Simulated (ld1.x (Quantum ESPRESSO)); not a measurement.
Which setting gave this result? (Os (Z = 76), PAW)

Base potential:

- Element: Os (Z = 76)
- Generator: ld1.x (Quantum ESPRESSO) 7.5
- Type: PAW
- Functional: PBE
- Relativity: scalar-relativistic
- Frozen core: [Xe] 4f14
- Valence charge: 8
- Reference configuration: 5d6 6s1 6p0 (charge +1)
- Partial waves: 6s (bound): rcut 2.00, rcutus 2.50 bohr; 6s channel at 1.05 Ry: rcut 2.00, rcutus 2.50 bohr; 6p (bound, empty): rcut 1.10, rcutus 1.25 bohr; 6p channel at 0.95 Ry: rcut 1.10, rcutus 1.25 bohr; 5d (bound): rcut 2.00, rcutus 2.70 bohr; 5d channel at 2.8 Ry: rcut 2.00, rcutus 2.70 bohr
- Local potential: all-electron potential smoothed inside 2.00 bohr (lloc = -2)
- Core correction: Bessel-smoothed model core, default radius (core density twice the valence density)
- Augmentation charge: PSQ, inside the norm-conserving radii

Cutoffs, loose and tight: the cutoffs (Ry, on a coarse ladder) from which the occupation-weighted sum of valence levels, in a spherical-Bessel basis at the reference potential, stays within 10 and 1 mRy of its value at 400 Ry. They do not see the model core or the augmentation charge, which bear on the density cutoff. Test errors are all-electron minus pseudo excitation energies from the reference, over the configurations 5d6 6s2 6p0; 5d6 6s0 6p0; 5d5 6s0 6p0; 5d6 6s1.5 6p0; 5d6.5 6s1.5 6p0; 5d4 6s0 6p0; 5d5 6s2 6p0; variants that change the core or the reference have their own tests.

Only the scale of all radii but the core radius (base = 1) is moved (3 further runs of the sweep failed or gave no value and are left out):

| scale of all radii but the core radius (base = 1) | cutoff, loose | cutoff, tight | bound ghosts | largest test error (meV) |
| --- | --- | --- | --- | --- |
| 1.01 | 15 Ry | 21 Ry | p | test run stopped at test 2 of 7 (negative rho) |
| 1.11 | 12 Ry | 18 Ry | p | -524 |
| 1.22 | 10 Ry | 15 Ry | p | -193 over the solved tests; test run stopped at test 5 of 7 (negative rho) |
| 1.4 | 8 Ry | 8 Ry | p | -88 over the solved tests; test run stopped at test 3 of 7 (negative rho) |

Task: One more run gave cutoff, loose: 8 Ry; cutoff, tight: 12 Ry; bound ghosts: p; largest test error (meV): test run stopped at test 1 of 7 (negative rho). Which value of the scale of all radii but the core radius (base = 1) was used?

Result: 1.28. The tight cutoff moves one way along this sweep, from 21 Ry at 1.01 to 8 Ry at 1.4, which places the run between 1.22 and 1.4.
